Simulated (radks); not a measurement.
The numbers below are computed, except where a source is named.
Valence configurations of Ti II (all share [Ar]). Level of theory: scalar-relativistic Kohn-Sham, PBE, spin-unpolarised, spherical densities, point nucleus (a radial shooting solver on a logarithmic mesh with Libxc functionals). Energies are relative to 3d2 4s1; eigenvalues in eV.

valence,E (eV),e(3d),e(4p),e(4s)
3d2 4s1,0.000,-11.368,-,-10.351
3d1 4s2,2.398,-15.867,-,-11.935
3d2 4p1,3.776,-12.474,-7.218,-
3d1 4s1 4p1,6.639,-16.971,-8.278,-12.553
3d3,0.048,-8.025,-,-
3d1.5 4s1.5,0.834,-13.487,-,-11.130
3d2.5 4s0.5,-0.224,-9.539,-,-9.626
4s1 4p2,17.703,-,-9.832,-14.666
3d2 4s0.5 4p0.5,1.880,-11.926,-6.916,-10.694
4s2 4p1,12.900,-,-9.366,-14.137

NIST lists [Ar] 3d2 4s1 as the ground configuration; this level of theory puts 3d2.5 4s0.5 lower, by 0.224 eV. The energies are those of spherical spin-averaged densities, not of single terms.
